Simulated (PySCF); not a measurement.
C₂H₇NO₂Si.
Z-matrix (Å and degrees, GFN2-xTB geometry), rows numbered from 1:
```
C 
O   1  1.3941
Si  2  1.6224  1  126.66
N   3  1.7462  2   97.83  1   180.00
C   4  1.3381  3  116.92  2   179.96
O   5  1.2061  4  122.68  3     0.02
H   1  1.0917  2  110.77  3   -60.12
H   1  1.0917  2  110.77  3    60.21
H   1  1.0902  2  108.16  3  -179.94
H   3  1.4596  2  112.15  1   -64.09
H   3  1.4597  2  112.13  1    64.09
H   4  1.0070  3  123.50  2    -0.01
H   5  1.1060  4  114.86  3   179.95
```

Computed at PBE0/pcSseg-1 (PySCF, non-relativistic), with Q(17O) = −0.0256 b, Q(14N) = 0.02044 b: O2, 17O (I = 5/2): χzz = -10.33 MHz, η = 0.442; N4, 14N (I = 1): χzz = -3.097 MHz, η = 0.568; O6, 17O (I = 5/2): χzz = 9.186 MHz, η = 0.081.

Q: Where would the pure quadrupole (NQR) lines of 17O at O2 fall for the rigid, isolated species?

A: From the eigenvalues of H = χ/[4I(2I − 1)] × [3Iz² − I(I + 1) + η(Ix² − Iy²)], steps between neighbouring levels, labelled as for η = 0: ±1/2↔±3/2 1.850 MHz, ±3/2↔±5/2 2.991 MHz (silyl ether oxygen).

Q: Find the zero-field quadrupole resonance frequencies of 14N at N4.

A: From ν± = (3/4)|χ|(1 ± η/3) and ν0 = |χ|η/2: ν+ 2.762 MHz, ν− 1.883 MHz, ν0 0.879 MHz (amide nitrogen).

Q: Find the zero-field quadrupole resonance frequencies of 17O at O6.

A: From the eigenvalues of H = χ/[4I(2I − 1)] × [3Iz² − I(I + 1) + η(Ix² − Iy²)], steps between neighbouring levels, labelled as for η = 0: ±1/2↔±3/2 1.388 MHz, ±3/2↔±5/2 2.752 MHz (amide oxygen).

In a crystal, neighbours and librations shift these lines. GFN2-xTB bond lengths can be off by several hundredths of an ångström, more for odd bonds, and the gradients follow them. With so small a basis the couplings can be 20 % off.

These values come from a run that also computed NMR shieldings. Hardware: Intel Xeon Platinum 8488C, one thread, no GPU, on a shared host. Cost: 15 s of wall time, 0.70 GiB resident at most.

One conformer stands for the species.
